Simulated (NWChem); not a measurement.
Everything below was run with NWChem. System: C$_{2}$H$_{5}$S, charge 0, spin multiplicity 2, at a geometry optimised with UPBE0/def2-SVP. The structure started from a generated list of species. Its SCF solution wasn't tested for a lower state. Level: UMP2/3-21G, 7 core orbitals frozen.

Input file:

```
start mol
memory heap 200 mb stack 900 mb global 1100 mb
geometry units angstroms nocenter noautoz noautosym
  C     -1.686378     0.147695     0.086059
  C     -0.389070    -0.515080     0.372983
  S      1.133929     0.087029    -0.197695
  H     -1.993441     0.042825    -0.974009
  H     -2.489029    -0.284667     0.702633
  H     -1.649655     1.230502     0.299010
  H     -0.350428    -1.570818     0.654604
  H      0.792383     1.394009    -0.273367
end
basis spherical
  * library 3-21g
end
scf
  uhf
  nopen 1
  maxiter 100
  thresh 1e-7
  semidirect memsize 60000000 filesize 0
  # guess.movecs holds the orbitals of an unrestricted PBE0 run
  vectors input guess.movecs output mol.movecs
end
mp2
  freeze core 7
end
task mp2 energy
```

NWChem printed:

```
             Northwest Computational Chemistry Package (NWChem) 7.3.0
             --------------------------------------------------------

                                NWChem Input Module
                                -------------------

 Scaling coordinates for geometry "geometry" by  1.889725989
 (inverse scale =  0.529177249)

                             Geometry "geometry" -> ""
                             -------------------------

 Output coordinates in angstroms (scale by  1.889725989 to convert to a.u.)

  No.       Tag          Charge          X              Y              Z
 ---- ---------------- ---------- -------------- -------------- --------------
    1 C                    6.0000    -1.68637800     0.14769500     0.08605900
    2 C                    6.0000    -0.38907000    -0.51508000     0.37298300
    3 S                   16.0000     1.13392900     0.08702900    -0.19769500
    4 H                    1.0000    -1.99344100     0.04282500    -0.97400900
    5 H                    1.0000    -2.48902900    -0.28466700     0.70263300
    6 H                    1.0000    -1.64965500     1.23050200     0.29901000
    7 H                    1.0000    -0.35042800    -1.57081800     0.65460400
    8 H                    1.0000     0.79238300     1.39400900    -0.27336700

 Effective nuclear repulsion energy (a.u.)      99.5077112507

            Nuclear Dipole moment (a.u.)
            ----------------------------
        X                 Y               Z
 ---------------- ---------------- ----------------
     0.0000113384     0.0000094486     0.0000056692


 Summary of "ao basis" -> "" (spherical)
 ------------------------------------------------------------------------------
       Tag                 Description            Shells   Functions and Types
 ---------------- ------------------------------  ------  ---------------------
 *                           3-21g                    on all atoms

 Summary of "ao basis" -> "ao basis" (spherical)
 ------------------------------------------------------------------------------
       Tag                 Description            Shells   Functions and Types
 ---------------- ------------------------------  ------  ---------------------
 C                           3-21g                   5        9   3s2p
 S                           3-21g                   7       13   4s3p
 H                           3-21g                   2        2   2s

                                 NWChem SCF Module
                                 -----------------

  ao basis        = "ao basis"
  functions       =    41
  atoms           =     8
  alpha electrons =    17
  beta  electrons =    16
  charge          =   0.00
  wavefunction    = UHF
  use symmetry    = F
  symmetry adapt  = F

 Summary of "ao basis" -> "ao basis" (spherical)
 ------------------------------------------------------------------------------
       Tag                 Description            Shells   Functions and Types
 ---------------- ------------------------------  ------  ---------------------
 C                           3-21g                   5        9   3s2p
 S                           3-21g                   7       13   4s3p
 H                           3-21g                   2        2   2s

 Forming initial guess at       0.0s

 Starting SCF solution at       0.0s

 ----------------------------------------------
         Quadratically convergent UHF

 Convergence threshold     :          1.000E-07
 Maximum no. of iterations :          100
 Integral*density screening:          1.000E-09
 ----------------------------------------------

              iter       energy          gnorm     gmax       time
             ----- ------------------- --------- --------- --------
                 1     -473.7031174768  3.81D-01  9.03D-02      0.1
                 2     -473.7136991594  2.79D-02  1.50D-02      0.1
                 3     -473.7142473579  1.24D-03  6.25D-04      0.1
                 4     -473.7142482973  2.13D-06  6.85D-07      0.1
                 5     -473.7142482973  9.23D-09  2.62D-09      0.2

       Final UHF  results
       ------------------

         Total SCF energy =   -473.714248297261
      One electron energy =   -849.346582276127
      Two electron energy =    276.124622728169
 Nuclear repulsion energy =     99.507711250697

                       Sz =      0.5000
                 Sz(Sz+1) =      0.7500
                      S^2 =      0.7656

        Time for solution =      0.1s

          Final alpha eigenvalues
          -----------------------

              1
    1  -91.3152
    2  -11.2152
    3  -11.1817
    4   -8.9178
    5   -6.5925
    6   -6.5901
    7   -6.5892
    8   -1.1035
    9   -0.9673
   10   -0.8151
   11   -0.6212
   12   -0.6030
   13   -0.5842
   14   -0.5161
   15   -0.4742
   16   -0.4402
   17   -0.3064
   18    0.1880
   19    0.2428
   20    0.2841
   21    0.2937
   22    0.3394
   23    0.3712
   24    0.4434
   25    0.6685
   26    0.7144
   27    0.7204

          Final beta eigenvalues
          ----------------------

              1
    1  -91.3150
    2  -11.1892
    3  -11.1852
    4   -8.9175
    5   -6.5940
    6   -6.5911
    7   -6.5856
    8   -1.0610
    9   -0.9640
   10   -0.7641
   11   -0.6069
   12   -0.5781
   13   -0.5618
   14   -0.5086
   15   -0.4555
   16   -0.3868
   17    0.1452
   18    0.1967
   19    0.2687
   20    0.2882
   21    0.3012
   22    0.3521
   23    0.3802
   24    0.4639
   25    0.6702
   26    0.7164
   27    0.7269

                    UHF Final Alpha Molecular Orbital Analysis
[...]
    21     -0.187881  3 S  px                 7      0.182934  1 C  px
     3      0.181186  1 C  px                16     -0.167395  2 C  px
    41     -0.152910  8 H  s                 26     -0.151410  3 S  py

 Vector   16  Occ=1.000000D+00  E=-3.867886D-01
              MO Center=  9.6D-01,  5.3D-02, -1.3D-01, r^2= 1.8D+00
   Bfn.  Coefficient  Atom+Function         Bfn.  Coefficient  Atom+Function
  ----- ------------  ---------------      ----- ------------  ---------------
    27      0.487395  3 S  pz                31      0.488654  3 S  pz
    23     -0.230756  3 S  pz                25      0.197401  3 S  px
    29      0.196109  3 S  px

 Vector   17  Occ=0.000000D+00  E= 1.451801D-01
              MO Center= -3.0D-01, -2.1D-01,  2.5D-01, r^2= 2.6D+00
   Bfn.  Coefficient  Atom+Function         Bfn.  Coefficient  Atom+Function
  ----- ------------  ---------------      ----- ------------  ---------------
    18      0.644783  2 C  pz                41     -0.468007  8 H  s
    33      0.388763  4 H  s                 31     -0.323948  3 S  pz
    14      0.293649  2 C  pz                37     -0.282621  6 H  s
    30      0.280170  3 S  py                28      0.253892  3 S  s
    17      0.238468  2 C  py                15      0.187215  2 C  s

 Vector   18  Occ=0.000000D+00  E= 1.967260D-01
              MO Center=  7.2D-01,  4.9D-01, -1.6D-01, r^2= 3.3D+00
   Bfn.  Coefficient  Atom+Function         Bfn.  Coefficient  Atom+Function
  ----- ------------  ---------------      ----- ------------  ---------------
    41      1.342557  8 H  s                 30     -1.088202  3 S  py
    15     -0.539711  2 C  s                 28     -0.444688  3 S  s
    18      0.362068  2 C  pz                26     -0.312032  3 S  py
     7      0.249802  1 C  px                33      0.241495  4 H  s
     8     -0.211459  1 C  py                37      0.199194  6 H  s

 Vector   19  Occ=0.000000D+00  E= 2.686673D-01
              MO Center=  4.7D-01,  2.2D-02, -7.8D-03, r^2= 4.0D+00
   Bfn.  Coefficient  Atom+Function         Bfn.  Coefficient  Atom+Function
  ----- ------------  ---------------      ----- ------------  ---------------
    15      1.616156  2 C  s                 28     -1.379252  3 S  s
    29      1.176082  3 S  px                16      0.907124  2 C  px
    41      0.775968  8 H  s                 39     -0.615961  7 H  s
     6      0.611298  1 C  s                 31     -0.409805  3 S  pz
    37     -0.365945  6 H  s                 33     -0.262685  4 H  s

 center of mass
 --------------
 x =   0.17388440 y =  -0.02502402 z =  -0.01239383

 moments of inertia (a.u.)
 ------------------
          52.808301366797         -10.340905041802          40.587690354464
         -10.340905041802         340.465009611956          14.289356946900
          40.587690354464          14.289356946900         357.161470467179

  Mulliken analysis of the total density
  --------------------------------------

    Atom       Charge   Shell Charges
 -----------   ------   -------------------------------------------------------
    1 C    6     6.61   1.99  0.35  1.62  1.13  1.52
    2 C    6     6.55   1.99  0.36  1.54  1.08  1.57
    3 S   16    15.82   2.00  1.96  5.89  1.01  2.44  0.86  1.66
    4 H    1     0.78   0.46  0.32
    5 H    1     0.77   0.46  0.31
    6 H    1     0.79   0.46  0.33
    7 H    1     0.75   0.46  0.29
    8 H    1     0.93   0.44  0.49

  Mulliken analysis of the alpha density
  --------------------------------------

    Atom       Charge   Shell Charges
 -----------   ------   -------------------------------------------------------
    1 C    6     3.20   0.99  0.17  0.78  0.55  0.71
    2 C    6     3.87   0.99  0.19  1.02  0.62  1.05
    3 S   16     7.90   1.00  0.98  2.94  0.50  1.23  0.44  0.82
    4 H    1     0.43   0.24  0.18
    5 H    1     0.39   0.23  0.16
    6 H    1     0.41   0.24  0.17
    7 H    1     0.32   0.21  0.11
    8 H    1     0.47   0.22  0.25

   Mulliken analysis of the beta density
   -------------------------------------

    Atom       Charge   Shell Charges
 -----------   ------   -------------------------------------------------------
    1 C    6     3.41   0.99  0.18  0.84  0.59  0.81
    2 C    6     2.68   0.99  0.17  0.52  0.46  0.53
    3 S   16     7.92   1.00  0.98  2.94  0.50  1.22  0.43  0.84
    4 H    1     0.35   0.21  0.14
    5 H    1     0.38   0.23  0.15
    6 H    1     0.38   0.22  0.16
    7 H    1     0.43   0.25  0.18
    8 H    1     0.46   0.22  0.25

   Mulliken analysis of the spin density
   -------------------------------------

    Atom       Charge   Shell Charges
 -----------   ------   -------------------------------------------------------
    1 C    6    -0.20  -0.00 -0.01 -0.06 -0.04 -0.10
    2 C    6     1.19   0.00  0.02  0.49  0.15  0.52
    3 S   16    -0.02   0.00  0.00  0.00 -0.00  0.01  0.01 -0.03
    4 H    1     0.08   0.03  0.05
    5 H    1     0.02   0.01  0.01
    6 H    1     0.03   0.01  0.02
    7 H    1    -0.11  -0.04 -0.07
    8 H    1     0.00   0.00  0.00

       Multipole analysis of the density wrt the origin
       ------------------------------------------------

     L   x y z        total         alpha         beta         nuclear
     -   - - -        -----         -----         ----         -------
     0   0 0 0     -0.000000    -17.000000    -16.000000     33.000000

     1   1 0 0     -0.694100     -0.012521     -0.681590      0.000011
     1   0 1 0      0.231074      0.473391     -0.242327      0.000009
     1   0 0 1      0.033048     -0.333649      0.366692      0.000006

     2   2 0 0    -21.505939   -104.929098   -102.933910    186.357068
     2   1 1 0      0.810847     -2.626479     -2.045222      5.482548
     2   1 0 1     -0.125939     10.893403     10.673913    -21.693256
     2   0 2 0    -18.358943    -23.875206    -22.522472     28.038736
     2   0 1 1     -0.837479      4.445437      4.126312     -9.409228
     2   0 0 2    -22.030797    -18.796846    -15.873724     12.639773

                   NWChem MP2 Semi-direct Energy/Gradient Module
                   ---------------------------------------------

  Basis functions       =     41
  Molecular orbitals    =     41
  Frozen core           =      7
  Frozen virtuals       =      0
  Active alpha occupied =     10
  Active beta occupied  =      9
  Active alpha virtual  =     24
  Active beta virtual   =     25
  Use MO symmetry       = F
  Use skeleton AO sym   = F

  AO/Fock/Back tols     =   1.0D-09  1.0D-09  1.0D-09

 GA uses MA = F    GA memory limited = T

 Available:
  local mem=  1.26D+08
 global mem=  1.44D+08
 local disk=  0.00D+00
  mp2_memr nvloc                    24
  nvloc new                    24
   1 passes of  10:        2097152                       5632                    688374.
   1 passes of  10: M    126154598           G      144175838           F     124057446.

 Semi-direct pass number   1 of   1  for UHF alpha       at        0.2s
  vrange nnbf                   840
  mp2_eaftype                    10  avail_ma_in_mb                  1099
 EAF : mp2_eaftype filesize          10     344187.
  mp2_eaf for mointskh                     10
Node 0 wrote      1.6 Mb in      0.0 s     Agg I/O rate:  2165.1 Mb/s
 Done moints_semi at        0.3s
  mp2_eaftype                    10  avail_ma_in_mb                  1089
 EAF : mp2_eaftype filesize          10     344187.
  mp2_eaf for kh                    10
 Done maket at        0.3s
 Done multipass loop at        0.3s

 GA uses MA = F    GA memory limited = T

 Available:
  local mem=  1.26D+08
 global mem=  1.44D+08
 local disk=  0.00D+00
  mp2_memr nvloc                    25
  nvloc new                    25
   1 passes of   9:        2097152                       5494                    645534.
   1 passes of   9: M    126154598           G      144175838           F     124057446.

 Semi-direct pass number   1 of   1  for UHF beta        at        0.3s
  vrange nnbf                   840
  mp2_eaftype                    10  avail_ma_in_mb                  1099
 EAF : mp2_eaftype filesize          10     322767.
  mp2_eaf for mointskh                     10
Node 0 wrote      1.5 Mb in      0.0 s     Agg I/O rate:  1648.5 Mb/s
 Done moints_semi at        0.4s
  mp2_eaftype                    10  avail_ma_in_mb                  1089
 EAF : mp2_eaftype filesize          10     322767.
  mp2_eaf for kh                    10
 Done maket at        0.4s
 Done multipass loop at        0.4s

          -------------------------------------------
          SCF energy                -473.714248297261
          Correlation energy          -0.221913198966
          Singlet pairs                0.000000000000
          Triplet pairs                0.000000000000
          Total MP2 energy          -473.936161496227
          -------------------------------------------

          ---------------------------------------------------
                    Spin Component Scaled (SCS) MP2
          Same spin pairs                     -0.045570957283
          Same spin scaling factor             0.333333333333
          Opposite spin pairs                 -0.176342241683
          Opposite spin scaling fact.          1.200000000000
          SCS-MP2 correlation energy          -0.226801009114
          Total SCS-MP2 energy              -473.941049306375
          ---------------------------------------------------

 -----------------------
 Performance information
 -----------------------

 Timer overhead =  9.64D-08 seconds/call

               Nr. of calls         CPU time (s)                 Wall time (s)                GFlops
             ---------------    -------------------     ------------------------------   -------------------
Name         Min   Avg   Max    Min     Avg     Max     Min     Avg     Max   Mx/calls   Min     Max     Sum
mp2: moin     2     2     2   0.20    0.20    0.20     0.20    0.20    0.20    0.10      0.0     0.0     0.0
mp2: make     2     2     2   1.53E-2 1.53E-2 1.53E-2  1.53E-2 1.53E-2 1.53E-2 7.65E-3   0.0     0.0     0.0
mp2: tota     1     1     1   0.23    0.23    0.23     0.23    0.23    0.23    0.23      0.0     0.0     0.0

 The average no. of pstat calls per process was 5.00D+00
 with a timing overhead of 4.82D-07s

 Task  times  cpu:        0.4s     wall:        0.4s

 Total times  cpu:        0.4s     wall:        0.4s
```
